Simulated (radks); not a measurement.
Species: the tellurium ion Te3+. Configuration: [Kr] 4d10 5s2 5p1. Calculated with a radial shooting solver on a logarithmic mesh with Libxc functionals: scalar-relativistic Kohn-Sham, LDA (Slater exchange, Perdew-Wang correlation), spin-unpolarised, spherical densities, finite nucleus; Fermi nuclear charge, rms radius 4.7423 fm.

Normalised radial functions P(r) = r R(r), r in bohr:

```
   r/bohr * 3d (the largest magnitude, 1.87, reaches the edge; | marks zero)
 0.002611 *
 0.003454 *
  0.00457 *
 0.006047 *
 0.008066 *
  0.01067 *
  0.01412 *
  0.01883 |*
  0.02492 |*
  0.03297 |  *
  0.04397 |    *
  0.05818 |         *
  0.07698 |                *
   0.1019 |                          *
   0.1359 |                                       *
   0.1798 |                                                 *
   0.2378 |                                                      *
   0.3172 |                                                 *
   0.4197 |                                   *
   0.5554 |                  *
   0.7407 |      *
   0.9801 | *
    1.297 *
    1.716 *
    2.288 *
    3.028 *
    4.006 *
    5.343 *
     7.07 *
```

3d: eigenvalue -591.54 eV, 0 radial nodes, <r> = 0.297 bohr, 90 % of the charge inside 0.467 bohr.
